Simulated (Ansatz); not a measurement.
Input file for Ansatz (a first-principles code): R-revPBE/def2-TZVPP on BiH3 (SMILES [H][Bi]([H])[H]). Elements past Kr take the def2 small-core potentials; no spin–orbit coupling.

Ansatz 0.2 input:
```yaml
crystal:
  periodic: [false, false, false]
  atoms:
    - {symbol: Bi, position_ang: [0.00000000, -0.19341493, -0.74671786]}
    - {symbol: H, position_ang: [-0.00000000, 1.49033487, -0.12066809]}
    - {symbol: H, position_ang: [1.27523796, -0.64845997, 0.43369297]}
    - {symbol: H, position_ang: [-1.27523796, -0.64845997, 0.43369297]}
basis:
  gaussian:
    orbitals: def2-TZVPP
hamiltonian:
  xc: {name: revPBE}
scf: {lower_state_search: off}
```

It printed:

```
WARN ansatz: RAYON_NUM_THREADS=1 ignored (pool sized by the plan → 1); use --threads N
Functional definition: revPBE
these checks for a lower state are left out or cut short: stability, starts, cluster_reference, orbital_swaps, neighbouring_geometries, increment
integrals: 0.02 GiB planned
537 factors; their error is unknown
mean field: 0.18 GiB planned
mean field evaluation 1: about -5889.8652 eV, gradient 1.6e1 eV
mean field evaluation 2: about -5889.1074 eV, gradient 2.5e1 eV
mean field evaluation 4: about -5890.8304 eV, gradient 5.9e-1 eV
mean field evaluation 8: about -5890.8251 eV, gradient 1.0e-1 eV
mean field evaluation 16: about -5890.8252 eV, gradient 7.3e-6 eV
mean field -5890.82516267 eV, -216.4838317833 hartree, gradient 7.3e-6 eV, S^2 0.000000; 0 other end points of the search recorded, 0 dependent functions left out
reference -5890.82520872 eV, -216.4838334757 hartree; 13, 13 occupied and 79, 79 virtual orbitals, 537 factors
Total energy: -5890.82520872 eV, -216.4838334757 hartree
Checks for a lower state left out: stability, starts, cluster_reference, orbital_swaps, neighbouring_geometries, increment
```

The calculation finished and met its thresholds.

Cost: about 0.8 core-seconds (a rough figure).
